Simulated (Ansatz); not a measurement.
`N#CB(C#N)C#N`, charge 0, multiplicity 1.

Question: Give a relaxed structure at PBE0-D4/def2-TZVP (Ansatz). (An estimate is asked.)

Answer: Ansatz gave: 
Cartesian coordinates in Å:
```
N -1.026 0.744 2.352
C -0.583 0.423 1.337
B 0.000 0.000 0.000
C 1.069 0.850 -0.665
N 1.880 1.495 -1.170
C -0.486 -1.273 -0.672
N -0.854 -2.239 -1.182
```
Point group D3h.
